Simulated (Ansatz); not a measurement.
Potential energy curve for H2Be, SMILES [BeH2]. The Be1–H3 bond (Be1 also carries H; H3 carries nothing else) is pulled apart rigidly from the PBE0/def2-TZVP optimised geometry.

Methods: UCCSDT = CCSDT on UHF/aug-cc-pVDZ, frozen core (Ansatz, a program for electronic structure); FCI = full CI/aug-cc-pVDZ, frozen core in Ansatz.

Energies relative to the lowest point of each curve near equilibrium, in kJ/mol:

| R / Å | UCCSDT |
|---|---|
| 1.08 | 72.7 |
| 1.27 | 3.9 |
| 1.33 | 0.1 |
| 1.43 | 5.2 |
| 1.56 | 26.2 |
| 1.66 | 49.0 |
| 1.82 | 91.4 |
| 2.22 | 199.4 |
| 2.67 | 293.5 |
| 3.67 | 379.5 |
| 4.04 | 386.8 |
| 4.72 | 390.9 |

Q: Predict the corresponding FCI column.

A: 1.08: 72.7; 1.27: 3.9; 1.33: 0.1; 1.43: 5.2; 1.56: 26.2; 1.66: 49.0; 1.82: 91.4; 2.22: 199.3; 2.67: 293.2; 3.67: 379.0; 4.04: 386.3; 4.72: 390.7 (kJ/mol).

The unrestricted determinant behind UCCSDT is spin-contaminated at 2.22 to 4.72 Å (<S²> up to 1.0, against 0.00 for a pure singlet).
